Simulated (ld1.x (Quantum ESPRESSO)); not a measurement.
## What one change does to a pseudopotential (Mg, TM)

magnesium, norm-conserving Troullier–Martins (Kleinman–Bylander form), made with ld1.x (Quantum ESPRESSO) 7.5 (BLYP, scalar-relativistic). Core [Ne], reference 3s1.5 3p0.5. Waves: 3s (bound): rc 2.30 bohr; 3p (bound): rc 2.85 bohr. Local part: all-electron potential smoothed inside 2.30 bohr (lloc = -1). Core correction: Bessel-smoothed model core, default radius (core density twice the valence density).

All-electron outer shells of the reference configuration (BLYP, scalar-relativistic, ld1.x):

```tsv
shell	level (eV)	outermost node (bohr)	outermost maximum (bohr)
2s	-80.67	0.18	0.54
2p	-47.61	–	0.48
3s	-5.12	0.90	2.47
3p	-1.59	0.95	3.41
```

Change: wave 3s (bound): rc 2.30 bohr becomes 3s (bound): rc 2.10 bohr.

Cutoffs: the cutoffs (Ry, on a coarse ladder) from which the occupation-weighted sum of valence levels, in a spherical-Bessel basis at the reference potential, stays within 10 and 1 mRy of its value at 400 Ry; they do not see the model core or the augmentation charge, which bear on the density cutoff. Errors are all-electron minus pseudo energies relative to the spin-unpolarised reference configuration.

Task: Predict the effect on cutoff, ghosts and configuration errors.

Result: The potential gets harder (6 Ry and 18 Ry → 8 Ry and 18 Ry); of the 6 tests that both files solve, the error grows in 0 and shrinks in 2 by more than 15 % and 0.3 meV (median size 1.1 → 0.9 meV); neither file shows a bound ghost. A smaller radius makes the pseudo-wave follow the all-electron one further in, where it bends more sharply, so more plane waves are needed.

```csv
quantity,base,changed
"cutoff, loose",6 Ry,8 Ry
"cutoff, tight",18 Ry,18 Ry
bound ghosts,none,none
"error for 3s2 3p0, meV [ΔE -1.73 eV]",-0.2,-0.2
"error for 3s1 3p0, meV [ΔE 6.17 eV]",+1.7,+1.6
"error for 3s1.5 3p0, meV [ΔE 1.36 eV]",+0.1,+0.1
"error for 3s1 3p1, meV [ΔE 1.80 eV]",-0.5,-0.4
"error for 3s0 3p2, meV [ΔE 5.61 eV]",-5.4,-4.5
"error for 3s0 3p1, meV [ΔE 10.62 eV]",-2.6,-1.4
s: phases at 3.11 bohr within 0.05 rad from the reference energy up to (Ry; the scan ends near 5),1.5,1.5
p: phases at 3.11 bohr within 0.05 rad from the reference energy up to (Ry; the scan ends near 5),1.9,1.9
```
